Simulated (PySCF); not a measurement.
**Dipole moment and polarisability of `C=N[SiH]1SCCS1`**

C3H7NS2Si.
Cartesian coordinates in Å at the GFN2-xTB level; atoms count from 1:
```
atom  x, y, z in Å
C1     3.1898    0.2917    0.1821
N2     1.9408    0.3246    0.1531
Si3    0.7200   -0.6439   -0.5481
S4    -0.6053   -1.1445    1.0584
C5    -2.0893   -0.4579    0.2468
C6    -1.7841    0.8630   -0.4173
S7    -0.5147    0.6669   -1.7130
H8     3.7222    1.0754    0.7119
H9     3.7994   -0.4803   -0.2893
H10    0.9872   -1.8240   -1.3571
H11   -2.8359   -0.3328    1.0311
H12   -2.4466   -1.1895   -0.4785
H13   -1.4148    1.5899    0.3060
H14   -2.6693    1.2610   -0.9133
```

Level: PBE0/def2-SVPD (PySCF), static field, nuclei fixed, core orbitals frozen in the response. The polarisability tensor in these axes (au):

```
x   135.31  -0.71   1.42
y    -0.71  93.42  -6.18
z     1.42  -6.18  97.83
```

**Question.** Diagonalise the tensor; give its mean and Δα, where Δα² is half the sum of the squared differences of the eigenvalues.

**Answer.** Principal values 89.06, 102.11 and 135.38 au; mean 108.85 au = 16.13 Å³ = 17.95 × 10⁻⁴⁰ C²·m²/J; Δα = 41.37 au (38 % of the mean).

**Question.** What is the dipole moment, and where does it point?

**Answer.** (0.61, 0.08, 0.09) D, 0.62 D in size, pointing from the negative to the positive side. Measured along this direction, the outermost atoms are H11, H12 and H14 at the negative end and H8 at the positive end.

**Question.** What are the principal values of the traceless quadrupole moment, Θ = ½Σq(3rr − r²1), about the centre of nuclear charge?

**Answer.** -13.83, -6.59, 20.42 D·Å. The values depend on the origin, since the dipole doesn't vanish. The electronic extent ⟨r²⟩ about the same centre is 1294 bohr², a root-mean-square distance of 2.16 Å for the 78 electrons.

**Question.** In TDDFT the mean static polarisability is Σ f/ω² over all singlet excitations (ω in hartree). How much of it do the 6 lowest give? Their energies (eV) and oscillator strengths: 3.93, 0.0004; 4.54, 0.0221; 4.60, 0.0172; 5.11, 0.0021; 5.26, 0.0047; 5.85, 0.0301.

**Answer.** They add up to 2.25 au, 2.1 % of the 108.85 au; the largest single term is 0.79 au, from the state at 4.54 eV. Terms in order: 0.02, 0.79, 0.60, 0.06, 0.13, 0.65 au. Higher excitations give the rest. The strengths listed sum to 0.077.

**Question.** Refractivity n − 1 of an ideal gas of it at 500 K and 1 atm, from the electronic α?

**Answer.** N = p/kT = 1.4678 × 10¹⁹ cm⁻³, so n − 1 = 2π × N × 16.13 × 10⁻²⁴ cm³ = 1488 × 10⁻⁶ at long wavelengths.

The structure is a single GFN2-xTB conformer in the gas phase; no vibrational or solvent corrections.

These values come from a run that also computed excited states. On an Arm Neoverse V1 with one thread, shared host, this took 32 s wall and 0.86 GiB of memory at its peak.
